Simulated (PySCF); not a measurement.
H4Si2, SMILES [SiH][SiH3] (connectivity only; charge and spin as stated), neutral, multiplicity 1.

Geometry: ωB97X-D3(BJ)/def2-TZVP. The isomer is the one that the SMILES or the coordinates give; other isomers of the formula were not compared.

Computed with PBE/def2-TZVPD (PySCF).

Symmetry labels are those of the subgroup Cs that the program uses (full group Cs).

Computed valence orbital energies around the gap with their symmetry:
```tsv
orbital	symmetry	energy (eV)
HOMO−7	A'	-93.89
HOMO−6	A'	-93.87
HOMO−5	A'	-13.74
HOMO−4	A'	-11.61
HOMO−3	A"	-8.60
HOMO−2	A'	-8.52
HOMO−1	A'	-7.25
HOMO	A'	-5.68
LUMO	A"	-4.26
LUMO+1	A'	-0.60
LUMO+2	A'	-0.38
LUMO+3	A"	0.08
```
